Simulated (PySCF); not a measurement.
**Trend along group 13: MH cations**

CCSD(T) with triple-zeta basis sets in PySCF, for the lowest determinant that a PBE0 search found; no spin–orbit coupling. De refers to high-spin ground-configuration atoms (the charge goes to the atom of lower measured ionisation energy or higher electron affinity, which is not always the lowest computed limit).

| M | basis | reference, frozen orbitals | charged atom | state (unpaired electrons) | Re (Å) | ωe (cm⁻¹) | De (eV) |
| --- | --- | --- | --- | --- | --- | --- | --- |
| B | def2-TZVPPD | UHF, 1 | B+ | doublet (σ ↑) | 1.206 | 2520 | 2.10 |
| Al | def2-TZVPPD | UHF, 5 | Al+ | doublet (σ ↑) | 1.610 | 1675 | 0.83 |
| Ga | def2-TZVPPD | UHF, 9 | Ga+ | doublet (σ ↑) | 1.638 | 1427 | 0.50 |
| In | def2-TZVPPD | ROHF, 4 | In+ | doublet (σ ↑) | 1.836 | 1132 | 0.26 |

The shortest bond is that of BH⁺ (1.206 Å), the longest that of InH⁺ (1.836 Å). BH⁺ is bound most strongly (2.10 eV) and InH⁺ least (0.26 eV).

Down a group the atoms grow and get heavier, so bonds lengthen and wavenumbers fall; this series shows no clear exception.

Correlated steps freeze the inner cores (1 to 9 orbitals); shallow outer-core shells are correlated. UHF and ROHF references stand side by side, which adds small steps between rows. Weak bonds: GaH⁺, InH⁺. Basis-set superposition, not corrected here, can be much of De in a small basis, most of all at correlated wavefunction levels. Spin–orbit coupling is left out. For an ion De counts to the pair picked by the measured ionisation energies or electron affinities, which need not be the lowest pair at this level. States were picked by a PBE0 search and need not be the measured ground states.
